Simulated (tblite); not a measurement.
C5H7ClO3Si.
Cartesian coordinates in Å at the GFN2-xTB level; atoms count from 1:
```
atom  x, y, z in Å
C1    -1.440   -0.448   -2.597
C2    -1.093   -0.703   -1.476
Si3   -0.568   -1.089    0.261
Cl4   -1.221   -2.914    0.778
O5    -1.231   -0.153    1.394
C6    -1.629    1.189    1.431
O7     1.036   -1.359    0.400
C8     2.156   -0.625    0.071
C9     1.871    0.800   -0.297
O10    0.770    1.270   -0.353
H11   -1.745   -0.227   -3.579
H12   -2.357    1.391    0.644
H13   -0.772    1.849    1.291
H14   -2.081    1.367    2.407
H15    2.665   -1.094   -0.785
H16    2.855   -0.635    0.919
H17    2.776    1.393   -0.520
```

Computed values, GFN2-xTB/tblite, gas phase, harmonic and unscaled. Against measured fundamentals such values can be off by several per cent, at times by over 20. One conformer, not necessarily the lowest. The optimisation stopped once no atom felt more than 0.01 eV/Å.

Lowest wavenumbers of the output (negative numbers stand for imaginary wavenumbers):
```
mode    cm-1
  1     -39.7
  2      46.3
  3      62.6
  4      75.8
  5      95.6
  6     103.8
  7     140.3
  8     153.1
  9     160.4
 10     216.6
```

Task: Is this structure a minimum?

Result: Not by this Hessian. 1 mode is imaginary beyond 20i (40i cm⁻¹), so at this level the point lies at or near a first-order saddle. The curvature is small, so loose convergence or finite differences may be the whole cause.

Task: Which atoms move in the imaginary mode?

Result: 40i: H12 (methyl hydrogen) 31 %, H13 (methyl hydrogen) 28 %, H14 (methyl hydrogen) 13 %. These are shares of the mass-weighted motion.

Task: What is the remedy?

Result: Step along that mode in both directions, optimise again with tighter thresholds and repeat the frequencies. The zero-point energy of this point (70.0 kcal/mol) counts the 44 real modes alone, and thermal corrections from it aren't those of a minimum.

Hardware: an Arm Neoverse V1 with one thread, no GPU, shared host with 64 logical CPUs at a one-minute load of 38. Cost: 0.86 s wall. The figure is for the frequency step alone.
